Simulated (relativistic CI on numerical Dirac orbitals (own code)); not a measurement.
Mo³⁺: calculation against measurement

Calculated at this level of theory: Dirac-Coulomb-Breit CI, orbitals from a KLI potential per configuration, a model potential for QED, valence Slater integrals scaled by 0.85, P86 correlation energy added to each configuration (own radial code, finite nucleus).

CI space (outside the closed core [Ar] 3d10): 4s²4p⁶4d³, 4s²4p⁶4d²5s, 4s²4p⁶4d²5p, 4s²4p⁶4d²4f, 4s²4p⁶4d²6s, 4s²4p⁶4d²5d, 4s²4p⁶4d5s5p, 4s²4p⁵4d⁴, 4s²4p⁶4d²6p, 4s²4p⁶4d²6d, 4s²4p⁶4d²7s, 4s²4p⁶4d²5f, 4s²4p⁶4d²7p, 4s²4p⁶4d²5g, 4s²4p⁶4d²7d, 4s²4p⁶4d4f5s, 4s²4p⁵4d³4f, 4s²4p⁶4d5p5d, 4s4p⁶4d⁴, 4s²4p⁶4d5s², 4s²4p⁶5s²5p, 4s²4p⁶4f5s², 4s²4p⁶5s²6s, 4s²4p⁶5s²5d, 4s²4p⁶4d4f², 4s²4p⁶4f²5s, 4s²4p⁶4f²5p, 4s²4p⁶4f³, 4s²4p⁶4f²6s, 4s²4p⁶4f²5d, 4s²4p⁶4d5p², 4s²4p⁶5s5p², 4s²4p⁶5p³, 4s²4p⁶4f5p², 4s²4p⁶5p²6s, 4s²4p⁶5p²5d, 4s²4p⁶4d5s5d, 4s²4p⁶5s5p5d, 4s²4p⁶4f5s5d, 4s²4p⁶5s5d6s, 4s²4p⁶5s5d², 4s²4p⁶4d4f5p, 4s²4p⁶4f5s5p, 4s²4p⁶4f5p6s, 4s²4p⁶4f5p5d. Double excitations out of closed p, d and f shells are left out; levels of such configurations are missing from the list, as are those of other unlisted configurations, and high levels can miss mixing partners. These lack a partner that the ground configuration has and come out too high: 4s²4p⁶4d²6p, 4s²4p⁶4d²6d, 4s²4p⁶4d²7s, 4s²4p⁶4d²5f, 4s²4p⁶4d²7p.

| Configuration | Term (tabulated) | J | Measured (cm⁻¹) | Computed | Error | Purity (%) |
| --- | --- | --- | --- | --- | --- | --- |
| 4s²4p⁶4d³ | 4F | 3/2 | 0.0 | 0 | 0 | 98 |
| 4s²4p⁶4d³ | 4F | 5/2 | 778.0 | 710 | -68 | 99 |
| 4s²4p⁶4d³ | 4F | 7/2 | 1759.8 | 1613 | -147 | 99 |
| 4s²4p⁶4d³ | 4F | 9/2 | 2864.6 | 2646 | -219 | 98 |
| 4s²4p⁶4d³ | 4P | 3/2 | 10330.6 | 10699 | 369 | 87 |
| 4s²4p⁶4d³ | 4P | 1/2 | 10337.8 | 10649 | 311 | 94 |
| 4s²4p⁶4d³ | 2G | 7/2 | 11580.5 | 11655 | 74 | 98 |
| 4s²4p⁶4d³ | 4P | 5/2 | 11612.0 | 11803 | 191 | 98 |
| 4s²4p⁶4d³ | 2G | 9/2 | 12310.8 | 12354 | 43 | 85 |
| 4s²4p⁶4d³ | 2P | 1/2 | 14347.7 | 14960 | 612 | 94 |
| 4s²4p⁶4d³ | 2H | 9/2 | 15995.1 | 15971 | -24 | 86 |
| 4s²4p⁶4d³ | 2H | 11/2 | 16357.5 | 16344 | -14 | 99 |
| 4s²4p⁶4d³ | 2D2 | 5/2 | 16809.3 | 17167 | 357 | 98 |
| 4s²4p⁶4d³ | 2F | 7/2 | 24787.0 | 25296 | 509 | 98 |
| 4s²4p⁶4d³ | 2F | 5/2 | 25100.4 | 25602 | 502 | 98 |
| 4s²4p⁶4d³ | 2D1 | 5/2 | 38922.3 | 40150 | 1228 | 98 |
| 4s²4p⁶4d²5s | 4F | 3/2 | 60896.3 | 67406 | 6510 | 99 |
| 4s²4p⁶4d²5s | 4F | 5/2 | 61626.2 | 68084 | 6458 | 98 |
| 4s²4p⁶4d²5s | 4F | 7/2 | 62708.5 | 69088 | 6379 | 99 |
| 4s²4p⁶4d²5s | 4F | 9/2 | 64046.5 | 70340 | 6294 | 99 |
| 4s²4p⁶4d²5s | 2F | 5/2 | 69178.1 | 75352 | 6174 | 94 |
| 4s²4p⁶4d²5s | 2F | 7/2 | 71358.3 | 77378 | 6020 | 97 |
| 4s²4p⁶4d²5s | 4P | 1/2 | 71750.4 | 78734 | 6983 | 99 |
| 4s²4p⁶4d²5s | 4P | 3/2 | 72162.8 | 79106 | 6944 | 93 |
| 4s²4p⁶4d²5s | 4P | 5/2 | 72236.2 | 79145 | 6909 | 70 |
| 4s²4p⁶4d²5s | 2D | 3/2 | 74008.8 | 80811 | 6802 | 89 |
| 4s²4p⁶4d²5s | 2D | 5/2 | 74981.1 | 81691 | 6710 | 68 |
| 4s²4p⁶4d²5s | 2P | 1/2 | 79898.8 | 86727 | 6828 | 97 |
| 4s²4p⁶4d²5s | 2P | 3/2 | 81052.2 | 87788 | 6736 | 95 |
| 4s²4p⁶4d²5s | 2S | 1/2 | 99783.8 | 105803 | 6019 | 98 |
| 4s²4p⁶4d²5p | 4G° | 5/2 | 109415.2 | 115388 | 5973 | 83 |
| 4s²4p⁶4d²5p | 4G° | 7/2 | 111339.5 | 117125 | 5786 | 90 |
| 4s²4p⁶4d²5p | 4F° | 3/2 | 111760.0 | 117587 | 5827 | 78 |
| 4s²4p⁶4d²5p | 4F° | 5/2 | 112925.2 | 118701 | 5776 | 76 |
| 4s²4p⁶4d²5p | 4G° | 9/2 | 113443.0 | 119065 | 5622 | 92 |
| 4s²4p⁶4d²5p | 4F° | 7/2 | 114624.5 | 120134 | 5510 | 91 |
| 4s²4p⁶4d²5p | 2F° | 7/2 | 115762.2 | 121474 | 5712 | 66 |
| 4s²4p⁶4d²5p | 4D° | 1/2 | 115789.4 | 121407 | 5617 | 97 |
| 4s²4p⁶4d²5p | 4G° | 11/2 | 115881.1 | 121322 | 5441 | 99 |
| 4s²4p⁶4d²5p | 4F° | 9/2 | 115961.9 | 121386 | 5424 | 85 |
| 4s²4p⁶4d²5p | 4D° | 5/2 | 116583.8 | 122243 | 5660 | 56 |
| 4s²4p⁶4d²5p | 4D° | 3/2 | 116586.0 | 122271 | 5685 | 74 |
| 4s²4p⁶4d²5p | 2D° | 5/2 | 117604.1 | 123404 | 5800 | 57 |
| 4s²4p⁶4d²5p | 2S° | 1/2 | 117922.6 | 124579 | 6656 | 93 |
| 4s²4p⁶4d²5p | 4D° | 7/2 | 118080.2 | 123638 | 5558 | 68 |
| 4s²4p⁶4d²5p | 2G° | 7/2 | 119002.3 | 124420 | 5418 | 93 |
| 4s²4p⁶4d²5p | 2G° | 9/2 | 120645.0 | 125990 | 5345 | 89 |
| 4s²4p⁶4d²5p | 4S° | 3/2 | 120823.5 | 127002 | 6179 | 71 |
| 4s²4p⁶4d²5p | 4D° | 1/2 | 122419.3 | 128676 | 6256 | 97 |
| 4s²4p⁶4d²5p | 2F° | 5/2 | 123534.2 | 129300 | 5766 | 79 |
| 4s²4p⁶4d²5p | 2P° | 1/2 | 124741.6 | 130763 | 6021 | 89 |
| 4s²4p⁶4d²5p | 4D° | 5/2 | 124789.8 | 130791 | 6002 | 81 |
| 4s²4p⁶4d²5p | 2F° | 7/2 | 124947.5 | 130703 | 5755 | 61 |
| 4s²4p⁶4d²5p | 2D° | 3/2 | 126243.2 | 132309 | 6066 | 63 |
| 4s²4p⁶4d²5p | 2D° | 5/2 | 126716.6 | 132752 | 6035 | 63 |
| 4s²4p⁶4d²5p | 4P° | 1/2 | 126760.5 | 132898 | 6138 | 88 |
| 4s²4p⁶4d²5p | 2G° | 9/2 | 126999.1 | 132570 | 5571 | 90 |
| 4s²4p⁶4d²5p | 4P° | 3/2 | 127181.2 | 133299 | 6118 | 86 |
| 4s²4p⁶4d²5p | 4P° | 5/2 | 128897.8 | 134853 | 5956 | 69 |

Measured levels from Sugar and Musgrove, J. Phys. Chem. Ref. Data 17, 155 (1988); pairs were made by configuration, J and term (by order where the table uses no LS term), so strongly mixed levels may be paired wrongly. Some J values or terms of the table were assigned by a fit.

Mean error by configuration (cm⁻¹): 4s²4p⁶4d³ 248; 4s²4p⁶4d²5s 6555; 4s²4p⁶4d²5p 5816. Over the excited levels the mean absolute error is 4571 cm⁻¹ (58 of the 64 excited levels that our extract of the source holds in range could be paired, and the others can miss by more), and the median relative error of those above 1,000 cm⁻¹ is 4.9 %. Some levels of the ground configuration have no partner.
